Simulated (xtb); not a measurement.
xtb input:

```bash
xtb mol.xyz --gfn 2 --ohess tight --chrg 0 --uhf 0
```
mol.xyz:
```
4

As     0.03299231     0.02838572     0.68141650
H     -0.72679766    -0.93491063    -0.20962572
H     -0.47214093     1.13847315    -0.20743194
H      1.17592715    -0.15088349    -0.19760368
```

Which total energy does the run end on?

-3.88016 Eh (GFN2-xTB).
